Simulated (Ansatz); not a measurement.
`N=C[SiH2][SeH]` + `OCF` → `FCO[SiH2][SeH]` + `C=N`  (ligand exchange at the Si–C bond)

Computed with Ansatz on PBE0-D4/def2-TZVP structures; ΔE is electronic, products minus reactants. CCSD(T)/CBS adds triple-zeta CCSD(T) − MP2 to the extrapolated MP2 energy (def2 sets, frozen cores). This one scheme is used for every species. For Se outer-core shells are correlated without core-valence functions, which leaves a few kJ/mol of doubt a bond. Scalar relativity is left out up to krypton. One conformer a species, not always the lowest.

```csv
species,CCSD(T)/CBS(def2) energy (Eh)
`N=C[SiH2][SeH]`,-2785.53915
`OCF`,-214.81254
`FCO[SiH2][SeH]`,-2905.86691
`C=N`,-94.52360
```

(1) Work out ΔE.

Largest T1 diagnostic among the species: 0.012.

Answers

(1) ΔE = (-2905.86691) + (-94.52360) − (-2785.53915) − (-214.81254) = -0.03882 Eh = -101.9 kJ/mol.

From PBE to PBE0 (25 % exact exchange), in def2-TZVPP and without D4, ΔE moves by −4.9 kJ/mol. In def2-TZVPP, CCSD(T) changes the Hartree–Fock value by +11.1 kJ/mol (the triples alone add +1.8 kJ/mol) and MP2 by +9.2 kJ/mol.
